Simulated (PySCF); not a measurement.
Species: C₇H₆F (charge +1).
Numbering: `[F:1][CH+:2][c:3]1[cH:4][cH:5][cH:6][cH:7][cH:8]1`

Cartesian coordinates in Å at the GFN2-xTB level; atoms count from 1:
```
atom  x, y, z in Å
F1     2.7693   -1.5054   -0.0783
C2     2.2167   -0.3680   -0.3208
C3     0.8725   -0.1496   -0.1254
C4     0.3205    1.1400   -0.4154
C5    -1.0178    1.3643   -0.2244
C6    -1.8402    0.3360    0.2535
C7    -1.3235   -0.9323    0.5444
C8     0.0111   -1.1862    0.3634
H9     2.9098    0.3867   -0.6890
H10    0.9693    1.9205   -0.7828
H11   -1.4452    2.3319   -0.4401
H12   -2.8946    0.5255    0.4001
H13   -1.9804   -1.7063    0.9119
H14    0.4316   -2.1576    0.5808
```

NICS = −σ at a ghost point: NICS(0) at the centroid of the ring atoms, NICS(1) 1 Å to either side along the normal of their mean plane, zz for the tensor component along that normal. Level: GIAO PBE0/pcSseg-1 (PySCF, non-relativistic, gas phase) on the GFN2-xTB geometry, one conformer.

Ring bond lengths (Å), with Mayer bond orders in brackets: C3–C4 1.432 (1.17), C4–C5 1.370 (1.53), C5–C6 1.401 (1.36), C6–C7 1.400 (1.35), C7–C8 1.371 (1.54), C8–C3 1.434 (1.17).

Q: What do the NICS probes read (ppm)?

A: 
```csv
ring,type,NICS(0),"NICS(1), two faces","NICS(1)zz, two faces",rms pucker (Å),"centre to ring atoms, mean (Å)"
C3–C4–C5–C6–C7–C8,6-membered carbocycle; formal bonds all aromatic,-3.2,-8.0 / -8.0,-17.8 / -17.8,0.00,1.40
```

Q: What can be read from them?

A: 
- C3–C4–C5–C6–C7–C8: mean NICS(1)zz -17.8 ppm, shielded.

Q: And the bond-length index? HOMA takes Krygowski's 1993 parameters.

A: 
- C3–C4–C5–C6–C7–C8: HOMA 0.79 = 1 − EN − GEO, with mean bond length 1.401 Å, EN = α(Ropt − mean)² = 0.046 and GEO = α × variance = 0.168.

Q: At the first NICS(1) probe listed for ring C3–C4–C5–C6–C7–C8, 1 Å off the ring, what do the in-plane components average?

A: The isotropic value is a third of the trace: (3 × -8.0 − (-17.8))/2 = -3.1 ppm.

Q: Give the inner angles of the rings and the Hirshfeld charges of the ring atoms.

A: 
- C3–C4–C5–C6–C7–C8: C3 119.2° (+0.003 e), C4 119.7° (+0.035 e), C5 120.1° (+0.001 e), C6 121.3° (+0.071 e), C7 120.0° (+0.004 e), C8 119.7° (+0.030 e); sum 720.0° against 720° for a flat convex ring.

Q: What are the shieldings of the ring atoms and their hydrogens in the same run (means over atoms taken as equivalent)?

A: 
```json
{"atoms": "C3", "environment": "substituted aromatic carbon", "σ isotropic (ppm)": "54.1", "principal values of the symmetric part, first atom (ppm)": "-27.4, 13.9, 175.9"}
{"atoms": "C4 (×2)", "environment": "aromatic CH carbon", "σ isotropic (ppm)": "30.5", "principal values of the symmetric part, first atom (ppm)": "-85.0, -9.7, 174.6"}
{"atoms": "C5 (×2)", "environment": "aromatic CH carbon", "σ isotropic (ppm)": "45.3", "principal values of the symmetric part, first atom (ppm)": "-62.2, 16.9, 181.3"}
{"atoms": "C6", "environment": "aromatic CH carbon", "σ isotropic (ppm)": "13.4", "principal values of the symmetric part, first atom (ppm)": "-102.5, -34.1, 176.7"}
{"atoms": "H10 (×2)", "environment": "aromatic hydrogen", "σ isotropic (ppm)": "22.57", "principal values of the symmetric part, first atom (ppm)": "20.5, 21.4, 26.5"}
{"atoms": "H11 (×2)", "environment": "aromatic hydrogen", "σ isotropic (ppm)": "23.00", "principal values of the symmetric part, first atom (ppm)": "20.1, 22.9, 26.1"}
{"atoms": "H12", "environment": "aromatic hydrogen", "σ isotropic (ppm)": "22.24", "principal values of the symmetric part, first atom (ppm)": "20.0, 20.6, 26.1"}
```

The run took 31 s of wall time on one thread of an Intel Xeon Platinum 8259CL at 2.50 GHz, shared host with 32 logical CPUs at a one-minute load of 6.7, and the process peaked at 0.76 GiB of memory. This is the whole shielding run at PBE0/pcSseg-1, SCF included.
